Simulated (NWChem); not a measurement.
Species: C3HFO3; SMILES O=C1OC(=CF)O1

All runs: NWChem. Geometry: optimised at PBE0/def2-SVP. Level: B3LYP/def2-SVP with SMD (1 M gas to 1 M solution), gas-phase geometry.

### Question
Order these by “solvation free energy (kcal/mol)”, lowest first: water; acetonitrile; n-hexane.

### Answer
acetonitrile (-3.1), n-hexane (-2.1), water (-0.8)
